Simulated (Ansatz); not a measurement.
CH9GeNSi can be A, `C[N]([SiH3])[GeH3]`, or B, `N[CH2][GeH2][SiH3]`.

Program: Ansatz. Geometries: PBE0-D4/def2-TZVP. ΔE: electronic, gas phase. CCSD(T)/CBS is the MP2 limit (def2-TZVPP, def2-QZVPP) plus CCSD(T) − MP2 in def2-TZVPP, frozen cores. Functionals use def2-TZVPP. B3LYP here is the variant with VWN-RPA as its local correlation; programs differ in this. For Ge outer-core shells are correlated without core-valence functions, which leaves a few kJ/mol of doubt a bond. Scalar relativity is left out up to krypton. One conformer a species, not always the lowest.

(1) Which isomer does CCSD(T)/CBS put lower? Give the gap. (Best estimate.)

(2) Give E(B) − E(A) in kcal/mol with B3LYP, B2PLYP, MP2/def2-TZVPP, ωB97M-V, B3LYP-D4, PBE0-D4, CCSD/def2-TZVPP. (Estimate.)

Largest T1 diagnostic: 0.011.

## Answers

(1) The calculation gave: A, by 13.5 kcal/mol.

(2) Ansatz gave: B3LYP 12.3, B2PLYP 14.0, MP2/def2-TZVPP 15.6, ωB97M-V 13.5, B3LYP-D4 13.3, PBE0-D4 10.1, CCSD/def2-TZVPP 14.1. None reverses the order clearly.

The D4 term adds +1.0 kcal/mol with B3LYP and +0.5 kcal/mol with PBE0; it sums over pairs of atoms, weighted by their polarisabilities, and B3LYP, whose exchange is more repulsive, gets the larger term. In def2-TZVPP, CCSD(T) changes the Hartree–Fock value by −4.1 kcal/mol (the triples alone add −0.3 kcal/mol) and MP2 by −2.4 kcal/mol.
